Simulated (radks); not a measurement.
The numbers below are computed, except where a source is named.
Numerical settings for neutral caesium, [Xe] 6s1. Code: a radial shooting solver on a logarithmic mesh with Libxc functionals. Model: scalar-relativistic Kohn-Sham, PBE, spin-polarised, spherical densities, finite nucleus; open shells are filled with parallel spins first (spin-orbit coupling, left out, can overturn this in heavy ions); Fermi nuclear charge, rms radius 4.8041 fm. The defaults (mesh step 0.008 in ln r, mesh end at 40 bohr or more with all orbitals vanishing there, Anderson mixing 0.5 over 9 steps, residual threshold near 1e-9 with the energy settled to 1e-9 hartree or 1e-11 of itself, here a cap of 50 iterations) give E = -7786.6387 hartree and 6s at -2.267 eV in 16 iterations. Run on one thread of a shared host, so times are rough (Arm Neoverse N1): 0.32 s of CPU time, 0.32 s wall, 16 iterations on 2440 mesh points. Changes against that run (0 stands for a change within the tolerance of the run):

\begin{tabular}{lrrrrr}
setting & iterations & converged & E (mhartree) & e(6s) (meV) & CPU (s) \\ \hline
mesh step in ln r 0.05 & 14 & yes & +0.198 & +0.01 & 0.07 \\
mesh step in ln r 0.005 & 20 & yes & 0 & 0 & 0.57 \\
mesh step in ln r 0.08 & 9 & no & diverged & - & 0.07 \\
mesh end (bohr) 20 & 16 & yes & +0.00504 & +0.673 & 0.3 \\
mesh end (bohr) 2 & 14 & level above zero & +2.51e+04 & +2.65e+05 & 0.23 \\
residual threshold 1e-13 & 50 & no & 0 & 0 & 0.57 \\
residual threshold 0.1 & 9 & yes & 0 & +0.55 & 0.22 \\
mixing 0.01 & 34 & yes & 0 & 0 & 0.58 \\
linear mixing, mixing 0.8 & 50 & no & 0 & 0 & 0.75 \\
linear mixing, mixing 0.2 & 50 & no & +0.0013 & +0.0569 & 0.83 \\
mixing history 20 & 19 & yes & 0 & 0 & 0.37 \\
iteration cap 3 & 3 & no & +11.1 & -131 & 0.09 \\
\end{tabular}

Settled on a wrong energy, with an occupied level pushed above zero by the early mesh end: mesh end (bohr) 2 (+25.1 hartree). Apart from these: no run marked as converged misses the energy by more than 1 mhartree. A mesh that ends early acts as a hard wall.
